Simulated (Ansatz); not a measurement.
## Two-coordinate energy map

MoO₃ (SMILES [O]=[Mo](=[O])=[O]), singlet, PBE0-D4/def2-TZVP minimum:

```
4
angstrom
O -0.9680 -0.1498 1.2625
Mo -0.1381 -0.3365 -0.2003
O 1.5070 -0.6076 0.0888
O -0.3452 1.0336 -1.1714
```

Rows set the bond length O1–Mo2 (Å; 1.692 at the minimum), columns the angle O3–Mo2–O1 (°; 110.3), set in this order; the parts move rigidly, in a bend the first-named atom's side turns in the plane, and in a torsion the whole end group turns. CCSD(T) energies count from the value at that structure, in kJ/mol. Program: Ansatz 0.2.0. Basis: def2-TZVPP. Cores are frozen in the correlated methods. Core potentials replace the inner electrons of the atoms past krypton.

```json
{"O1–Mo2 \\ O3–Mo2–O1": "1.388", "86.3": "502.4", "98.3": "433.0", "110.3": "423.8", "122.3": "460.0", "134.3": "?"}
{"O1–Mo2 \\ O3–Mo2–O1": "1.563", "86.3": "155.6", "98.3": "83.8", "110.3": "66.5", "122.3": "91.2", "134.3": "152.9"}
{"O1–Mo2 \\ O3–Mo2–O1": "1.821", "86.3": "?", "98.3": "38.8", "110.3": "18.6", "122.3": "33.9", "134.3": "81.3"}
{"O1–Mo2 \\ O3–Mo2–O1": "2.121", "86.3": "–", "98.3": "?", "110.3": "177.6", "122.3": "?", "134.3": "228.2"}
```

(1) Fill in the withheld cells. (To be estimated.)

No T1 diagnostic of these runs exceeds 0.055. The T1 diagnostic is large here, which may signal multireference character or strong orbital relaxation, so CCSD(T) is less sure. The restricted Hartree–Fock reference is unstable towards an unrestricted one here.

Answers

(1) The calculation gives: (1.388, 134.3): 536.1; (1.821, 86.3): 102.2; (2.121, 98.3): 190.2; (2.121, 122.3): 189.8 kJ/mol. These count from the CCSD(T) energy at the PBE0-D4 minimum.

The same grid for a cheaper method: HF − CCSD(T), both counted from the minimum, in kJ/mol:
```json
{"O1–Mo2 \\ O3–Mo2–O1": "1.388", "86.3": "-88.5", "98.3": "-98.4", "110.3": "-103.6", "122.3": "-104.4", "134.3": "-100.4"}
{"O1–Mo2 \\ O3–Mo2–O1": "1.563", "86.3": "-19.9", "98.3": "-33.9", "110.3": "-42.7", "122.3": "-46.5", "134.3": "-45.3"}
{"O1–Mo2 \\ O3–Mo2–O1": "1.821", "86.3": "64.9", "98.3": "51.3", "110.3": "41.0", "122.3": "34.7", "134.3": "32.5"}
{"O1–Mo2 \\ O3–Mo2–O1": "2.121", "86.3": "–", "98.3": "133.1", "110.3": "125.3", "122.3": "120.5", "134.3": "118.6"}
```

For scale, one of the runs: CCSD(T)/def2-TZVPP, 149 basis functions (an equivalent command: `ansatz run in.yaml --threads 4`). Time: 75 s of wall clock on 4 CPU threads; the host was shared. Peak host memory: 1.3 GiB.
